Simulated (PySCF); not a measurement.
Species: C₂H₆OTe.
Bonds: C1–Te2, Te2–C3, Te2–O4 (double). Hydrogens: H5, H6, H7 on C1; H8, H9, H10 on C3.

Computed by this run: PBE0-D3(BJ)/def2-SVP geometry optimisation, gas phase, def2 core potentials past Kr (PySCF); density fitting, grid level 1; the optimiser is geomeTRIC in internal coordinates, started from a GFN2-xTB structure with every atom displaced at random (about 0.01 Å).

Step 0: E = -11502.2133 eV
```
atom  x, y, z in Å  |  force x, y, z in eV/Å
C1      1.5369   -0.1676   -0.0739   -0.625   1.315  -0.425
Te2    -0.0325    1.2777    0.3982    0.372  -0.979   1.009
C3     -1.5628   -0.2486    0.3239    1.622  -0.266   1.035
O4     -0.2377    2.0324   -1.2175   -0.220   0.883  -1.435
H5      1.5515   -0.9330    0.6549    0.139  -1.193   1.063
H6      1.2867   -0.5431   -1.0602   -0.137  -0.166  -0.431
H7      2.4753    0.3770   -0.1148    0.388   0.167   0.042
H8     -2.4866    0.2202    0.5214   -1.498   0.716   0.276
H9     -1.3469   -1.0070    1.0901   -0.074  -0.060  -0.043
H10    -1.5414   -0.6646   -0.6580    0.033  -0.417  -1.092
```

Step 1: E = -11502.3507 eV
```
atom  x, y, z in Å  |  force x, y, z in eV/Å
C1      1.5118   -0.1609   -0.0654   -0.031  -0.160   0.161
Te2    -0.0248    1.2892    0.3674   -0.009   0.228  -0.351
C3     -1.5276   -0.2519    0.3441   -0.309   0.146  -0.189
O4     -0.2582    2.1065   -1.2772    0.050  -0.270   0.434
H5      1.5330   -0.9765    0.6833   -0.046   0.225  -0.164
H6      1.2772   -0.5470   -1.0664    0.035  -0.021  -0.022
H7      2.4756    0.3625   -0.0834    0.049  -0.002  -0.015
H8     -2.5087    0.2124    0.5610    0.249  -0.123  -0.070
H9     -1.3090   -1.0325    1.0822    0.051  -0.060   0.063
H10    -1.5267   -0.6582   -0.6817   -0.039   0.037   0.153
```

**Question.** Estimate the geometry and energy of step 2. (The exact step hangs on the optimiser's Hessian estimate; all steps are aligned on step 1, rigid shifts and turns removed.)

**Answer.** E = -11502.3585 eV, largest force 0.188 eV/Å
```
atom  x, y, z in Å  |  force x, y, z in eV/Å
C1      1.5153   -0.1573   -0.0679    0.005  -0.025   0.024
Te2    -0.0223    1.2887    0.3675    0.013  -0.087   0.141
C3     -1.5333   -0.2495    0.3409   -0.033   0.014   0.000
O4     -0.2575    2.0866   -1.2639   -0.033   0.084  -0.165
H5      1.5272   -0.9635    0.6804   -0.010   0.026  -0.014
H6      1.2882   -0.5478   -1.0695    0.009  -0.001   0.000
H7      2.4828    0.3619   -0.0833    0.005  -0.005   0.001
H8     -2.5062    0.2130    0.5601    0.035  -0.007   0.003
H9     -1.3098   -1.0321    1.0797    0.005   0.000  -0.003
H10    -1.5419   -0.6565   -0.6801    0.004   0.002   0.013
```

The energy changes by -0.0078 eV. The first-order estimate −F·Δx gives -0.0184 eV and the mean of the old and new forces, exact on a quadratic surface, -0.0077 eV. The step makes an angle of 56° with the force vector and moves no atom by more than 0.024 Å.

What follows is the cost of the whole optimisation. Time: 33 s wall; peak memory 0.41 GiB. Hardware: one thread of an Arm Neoverse V1, shared host.
